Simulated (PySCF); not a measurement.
Screening by computed properties: pick the candidate that meets the target.

Each SMILES stands for a single optimised conformer of the isolated species, non-relativistic unless stated; the electronic structure was computed with PySCF and density fitting.

The conformers computed, where there is a choice (atom-mapped SMILES and torsion angles):
- `[NH2:1][C:2](=[O:3])/[CH:4]=[CH:5]/[C:6]([F:7])=[C:8]([F:9])[F:10]`: N1–C2–C4–C5 180°, C4–C5–C6–F7 0°, H–N1–C2–O3 0°, H–N1–C2–O3 180°
- `[CH3:1][N:2]([CH3:3])[P:4]([CH3:5])[CH3:6]`: C1–N2–P4–C5 -66°
- `[CH3:1][SiH2:2][O:3][SiH2:4][N:5]([SiH3:6])[SiH3:7]`: C1–Si2–O3–Si4 87°, Si2–O3–Si4–N5 -145°, O3–Si4–N5–Si6 2°
- `[SH:1][c:2]1[cH:3][cH:4][cH:5][o:6]1`: H–S1–C2–C3 180°

The conformers of `CC(=O)OC1CCCCC1` aren't listed.

(1) Wanted: HOMO–LUMO gap above 10 eV (CAM-B3LYP/def2-SVPD) and HOMO energy below -10 eV (CAM-B3LYP/def2-SVPD), at PBE0-D3(BJ)/def2-SVP geometries. Which candidate meets both?
A. `C[SiH2]O[SiH2]N([SiH3])[SiH3]`
B. `CC(=O)OC1CCCCC1`
C. `NC(=O)/C=C/C(F)=C(F)F`
D. `[H][Si]([H])(Cl)Cl`
E. `CN(C)P(C)C`

(2) Wanted: vertical ionisation energy between 8.7 eV and 9.7 eV (ΔSCF CAM-B3LYP/def2-SVPD) and static isotropic polarisability below 90 au (CAM-B3LYP/def2-SVPD), at PBE0-D3(BJ)/def2-SVP geometries. Which candidate meets both?
A. `NC(=O)/C=C/C(F)=C(F)F`
B. `Sc1ccco1`
C. `CC(=O)OC1CCCCC1`
D. `[H][Si]([H])(Cl)Cl`
E. `C[SiH2]O[SiH2]N([SiH3])[SiH3]`
F. `CN(C)P(C)C`

(3) Wanted: electronic spatial extent ⟨r²⟩ about the centre of nuclear charge between 700 bohr² and 1400 bohr² (CAM-B3LYP/def2-SVPD) and lowest singlet excitation below 6 eV (TDDFT CAM-B3LYP/def2-SVPD), at PBE0-D3(BJ)/def2-SVP geometries. Which candidate meets both?
A. `[H][Si]([H])(Cl)Cl`
B. `NC(=O)/C=C/C(F)=C(F)F`
C. `Sc1ccco1`
D. `C[SiH2]O[SiH2]N([SiH3])[SiH3]`
E. `CN(C)P(C)C`

## Answers

(1) D. Computed values:
```
                      species  HOMO–LUMO gap  HOMO energy
        NC(=O)/C=C/C(F)=C(F)F        7.46 eV     -8.41 eV
                   CN(C)P(C)C        8.32 eV     -6.91 eV
C[SiH2]O[SiH2]N([SiH3])[SiH3]        9.72 eV     -8.83 eV
              CC(=O)OC1CCCCC1       10.66 eV     -9.38 eV
           [H][Si]([H])(Cl)Cl       11.19 eV    -10.54 eV
```

(2) A. Computed values:
```
                      species  vertical ionisation energy  static isotropic polarisability
                   CN(C)P(C)C                     7.54 eV                          87.2 au
                     Sc1ccco1                     8.14 eV                          69.6 au
        NC(=O)/C=C/C(F)=C(F)F                     9.18 eV                          84.4 au
C[SiH2]O[SiH2]N([SiH3])[SiH3]                     9.36 eV                         125.7 au
              CC(=O)OC1CCCCC1                    10.13 eV                          99.2 au
           [H][Si]([H])(Cl)Cl                    11.61 eV                          53.5 au
```

(3) E. Computed values:
| species | electronic spatial extent ⟨r²⟩ about the centre of nuclear charge | lowest singlet excitation |
| --- | --- | --- |
| [H][Si]([H])(Cl)Cl | 512 bohr² | 7.54 eV |
| Sc1ccco1 | 665 bohr² | 4.96 eV |
| CN(C)P(C)C | 828 bohr² | 5.62 eV |
| NC(=O)/C=C/C(F)=C(F)F | 2018 bohr² | 4.63 eV |
| C[SiH2]O[SiH2]N([SiH3])[SiH3] | 2267 bohr² | 6.44 eV |
